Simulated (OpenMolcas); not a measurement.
W2+ (d4) among equal point charges was computed by CASSCF with the d shell active (OpenMolcas, ANO-RCC-VDZP on the metal). Its lowest spin-free states, and all those of the highest spin:

```tsv
2S+1	Degeneracy	E (cm-1)
5	3	0.0
5	2	2021
3	3	12828
3	3	13375
3	2	14487
3	3	14573
3	3	15720
3	3	15888
3	3	16925
3	2	16986
1	1	17238
3	3	17276
```

Task: Is the site octahedral, tetrahedral or cube-like, axial, or of lower symmetry?

Result: The states with 2S+1 = 5 have orbital degeneracies 3, 2. Threefold states need a cubic site. For d4 at this spin an octahedron puts the twofold E below the threefold T2 and a tetrahedron or cube puts the threefold T2 below the twofold E, so the site is a tetrahedron or a cube, which this pattern cannot tell apart. The first gap at this spin, 2020 cm-1, is |10Dq| in ligand-field theory. The run had W2+ among 4 point charges of -2.5 e arranged as a tetrahedron (Td), 2.49 Å from the ion.

Spin-orbit coupling mixes the spin-free states strongly: the lowest level takes only 61 % from its leading state, 5T2. Without dynamic correlation the repulsion within the d shell is too large (B by tens of per cent), so at a given field states of lower spin stand too high. Point charges give a weaker field than real ligands, and real ions of this kind are as a rule low spin; the high spin found here belongs to the model. The ground term spreads over less than 5000 cm-1, several times less than with real ligands, so orbital moments are less quenched and χT lies further from the spin-only value than at real sites. Point charges carry no covalency, so the field is a model and not that of real ligands. No measured value stands beside these numbers.
